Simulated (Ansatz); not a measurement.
CH4BBrO can be A, `CB(O)Br`, or B, `OBCBr`.

Calculated with Ansatz (gas phase, PBE0-D4/def2-TZVP geometries, no zero-point term in ΔE). CCSD(T)/CBS is the MP2 limit (def2-TZVPP, def2-QZVPP) plus CCSD(T) − MP2 in def2-TZVPP, frozen cores. DFT in def2-TZVPP. B3LYP here is the variant with VWN-RPA as its local correlation; programs differ in this. For Br outer-core shells are correlated without core-valence functions, which leaves a few kJ/mol of doubt a bond. Scalar relativity is left out up to krypton. Each species was taken in one conformer, which may not be the lowest.

(1) Which is lower in electronic energy at CCSD(T)/CBS, and by how much? (Estimate.)

(2) Give E(B) − E(A) in kcal/mol with ωB97M-V, MP2/def2-TZVPP, CCSD(T)/def2-TZVPP, CCSD(T)/def2-SVP, B3LYP, B2PLYP, B3LYP-D4. (An estimate is asked.)

(3) Does the order hold for the free energy at 298.15 K (harmonic terms from PBE0-D4)? (An estimate is asked.)

Largest T1 diagnostic: 0.010.

## Answers

(1) The calculation gave: A, by 35.5 kcal/mol.

(2) Computed: ωB97M-V 35.8, MP2/def2-TZVPP 36.3, CCSD(T)/def2-TZVPP 34.9, CCSD(T)/def2-SVP 37.2, B3LYP 34.5, B2PLYP 35.1, B3LYP-D4 34.6. None reverses the order clearly.

(3) Computed: Yes: G(B) − G(A) = +35.1 kcal/mol, for one conformer each.

At CCSD(T), def2-SVP lies +1.8 kcal/mol from the extrapolated value and def2-TZVPP −0.5 kcal/mol. From PBE to PBE0 (25 % exact exchange), in def2-TZVPP and without D4, E(B) − E(A) moves by +0.9 kcal/mol.
